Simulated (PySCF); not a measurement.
C₆H₁₂O₂SSi.
Z-matrix (Å and degrees, GFN2-xTB geometry), rows numbered from 1:
```
C 
S   1  1.8150
C   2  1.8280  1   99.66
C   3  1.5192  2  113.20  1    78.63
C   4  1.5343  3  111.52  2    66.24
O   5  1.4195  4  111.56  3   102.69
C   6  1.4055  5  114.06  4    85.34
C   7  1.5146  6  110.83  5   -69.08
O   8  1.2061  7  123.68  6   174.66
Si  4  1.9176  3  110.61  2  -175.22
H   1  1.0861  2  109.93  3   -59.57
H   1  1.0846  2  106.76  3  -178.65
H   1  1.0867  2  109.46  3    62.22
H   3  1.0899  2  107.16  1   -44.69
H   3  1.0885  2  105.15  1  -160.64
H   4  1.0942  3  108.37  2   -54.26
H   5  1.0942  4  110.32  3   -14.53
H   5  1.0970  4  111.16  3  -134.52
H   7  1.0944  6  106.31  5   172.90
H   7  1.0999  6  111.83  5    55.04
H  10  1.4615  4  110.81  3    85.55
H  10  1.4602  4  111.32  3   -40.67
```

NICS = −σ at a ghost point: NICS(0) at the centroid of the ring atoms, NICS(1) 1 Å to either side along the normal of their mean plane, zz for the tensor component along that normal. Level: GIAO PBE0/pcSseg-1 (PySCF, non-relativistic, gas phase) on the GFN2-xTB geometry, one conformer.

Ring bond lengths (Å), with Mayer bond orders in brackets: C4–C5 1.534 (0.97), C5–O6 1.419 (0.89), O6–C7 1.405 (0.93), C7–C8 1.515 (0.91), C8–Si10 1.920 (0.82), Si10–C4 1.918 (0.84).

What do the NICS probes read (ppm)?

| ring | type | NICS(0) | NICS(1), two faces | NICS(1)zz, two faces | rms pucker (Å) | centre to ring atoms, mean (Å) |
| --- | --- | --- | --- | --- | --- | --- |
| C4–C5–O6–C7–C8–Si10 | 6-membered ring with O and Si; formal bonds all single | 0.4 | -1.6 / -3.6 | -0.8 / 3.3 | 0.35 | 1.52 |

What can be read from them?

- C4–C5–O6–C7–C8–Si10: mean NICS(1)zz 1.2 ppm, near zero. C4, C5, C7, Si10 have four or more neighbours, so the value isn't read as a sign of a π ring current. The two faces differ by 4.1 ppm, so no symmetry operation interchanges them.

List the ring angles and the Hirshfeld charges of the ring atoms.

- C4–C5–O6–C7–C8–Si10: C4 106.7° (-0.122 e), C5 111.6° (-0.002 e), O6 114.1° (-0.136 e), C7 110.8° (-0.011 e), C8 109.5° (+0.073 e), Si10 101.6° (+0.315 e); sum 654.2° against 720° for a flat convex ring.

Hardware: Arm Neoverse N1, one thread, no GPU, on a shared host. Cost: 2.3 min wall (grids of density and orbitals included), 1.2 GiB resident at most. This is the whole shielding run at PBE0/pcSseg-1, SCF included.
